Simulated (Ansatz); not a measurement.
Reaction R1 → P1 + P2, each structure at its B3LYP-D3(BJ)/def2-TZVP stationary point, reached from a drawn start (curvature not checked).
P1: F atom, charge 0, multiplicity 2.
P2: F3S (SMILES F[S](F)F), charge 0, multiplicity 2.
R1: F4S (SMILES FS(F)(F)F), charge 0, multiplicity 1.

```tsv
level	reaction energy (kJ/mol)	minus CCSD(T)/cc-pV(Q+d)Z
HF/cc-pV(D+d)Z	195.6	-212.0
PBE/def2-TZVPP	405.1	-2.4
revPBE/def2-TZVPP	373.7	-33.8
r2SCAN/def2-TZVPP	397.4	-10.1
B97M-V/def2-TZVPP	404.6	-3.0
B3LYP/def2-TZVPP	375.8	-31.7
BHLYP/def2-TZVPP	354.8	-52.7
wB97X-V/def2-TZVPP	401.4	-6.2
MP2/cc-pV(T+d)Z	432.0	24.5
SCS-MP2/cc-pV(Q+d)Z	431.1	23.5
CCSD/cc-pV(T+d)Z	383.5	-24.0
CCSD(T)/cc-pV(D+d)Z	333.0	-74.5
CCSD(T)/cc-pV(T+d)Z	393.4	-14.1
CCSD(T)/cc-pV(Q+d)Z	407.5	0.0
```

 The comparison column counts from a level with limits of its own.

P less R. No zero-point or thermal terms; singlets are restricted closed shells; open shells are unrestricted; no spin–orbit coupling.

Frozen-core correlation throughout.

Programs: Ansatz (a first-principles code) with Gaussian orbitals. Each number belongs to the level named beside it.
